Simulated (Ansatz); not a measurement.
Reaction (ligand exchange at the Si–O bond): `C[SiH2]O[SiH2]Cl` + `[SiH3]N[SiH2]Cl` → `[SiH3]N([SiH2]Cl)[SiH2]Cl` + `C[SiH2]O`

Program: Ansatz. Geometries: PBE0-D4/def2-TZVP. ΔE: electronic, gas phase. CCSD(T)/CBS adds triple-zeta CCSD(T) − MP2 to the extrapolated MP2 energy (def2 sets, frozen cores). This one scheme is used for every species. Functionals use def2-TZVPP. B3LYP here is the variant with VWN-RPA as its local correlation; programs differ in this. Each species was taken in one conformer, which may not be the lowest.

`C[SiH2]O[SiH2]Cl`:

Cartesian coordinates in Å:
```
C 0.697 1.739 -0.435
Si -0.819 0.851 0.162
O -0.418 -0.625 0.783
Si -0.014 -2.147 0.421
Cl 1.388 -2.174 -1.085
H 1.188 1.177 -1.233
H 0.429 2.725 -0.826
H 1.414 1.878 0.378
H -1.785 0.653 -0.953
H -1.487 1.601 1.254
H 0.594 -2.778 1.609
H -1.186 -2.901 -0.075
```

`[SiH3]N[SiH2]Cl`:

Z-matrix (Å, degrees):
```
Si
N 1 1.734
H 1 1.484 2 106.6
H 1 1.487 2 112.3 3 120.0
H 1 1.487 2 110.5 3 -119.6
Si 2 1.708 1 127.5 3 -13.2
H 2 1.011 1 116.1 3 179.3
Cl 6 2.065 2 113.2 1 -84.2
H 6 1.479 2 109.4 1 157.8
H 6 1.477 2 108.8 1 33.9
```

`[SiH3]N([SiH2]Cl)[SiH2]Cl`:

```xyz
13

Si    1.219   -0.802    0.941
N    -0.010    0.010    0.000
Si   -1.079    1.196    0.659
Cl   -0.575    1.392    2.649
Si   -0.080   -0.467   -1.656
Cl   -1.591    0.617   -2.542
H     2.232    0.140    1.472
H     0.641   -1.606    2.043
H     1.876   -1.720   -0.034
H    -2.493    0.768    0.613
H    -0.900    2.524    0.037
H    -0.415   -1.901   -1.806
H     1.174   -0.152   -2.376
```

`C[SiH2]O`:

Cartesian coordinates in Å:
```
C -0.976 -0.211 0.616
Si 0.316 0.274 -0.637
O 1.826 0.389 0.021
H -1.966 -0.231 0.150
H -1.004 0.501 1.444
H -0.782 -1.206 1.026
H 0.032 1.624 -1.183
H 0.307 -0.721 -1.749
H 2.248 -0.419 0.313
```

```csv
level,ΔE (kcal/mol),difference from CCSD(T)/CBS
PBE-D4,13.7,-1.2
r2SCAN-D4,15.4,0.5
PBE0-D4,14.2,-0.7
B3LYP-D4,16.3,1.4
ωB97X-V,15.5,0.6
ωB97M-V,14.8,-0.1
r2SCAN,15.7,0.8
PBE0,15.6,0.7
HF/def2-TZVPP,21.7,6.8
MP2/def2-TZVPP,14.3,-0.6
SCS-MP2/def2-TZVPP,15.7,0.8
CCSD(T)/def2-TZVPP,15.0,0.1
MP2/def2-QZVPP,14.3,-0.6
SCS-MP2/def2-QZVPP,15.8,0.9
MP2/CBS(def2),14.1,-0.8
CCSD/CBS(def2),15.9,1.0
CCSD(T)/CBS,14.9,0
```

Largest T1 diagnostic among the species: 0.010.

The D4 term adds −2.8 kcal/mol with B3LYP and −1.4 kcal/mol with PBE0; it sums over pairs of atoms, weighted by their polarisabilities, and B3LYP, whose exchange is more repulsive, gets the larger term. In def2-TZVPP, CCSD(T) changes the Hartree–Fock value by −6.7 kcal/mol (the triples alone add −1.0 kcal/mol) and MP2 by −7.4 kcal/mol.
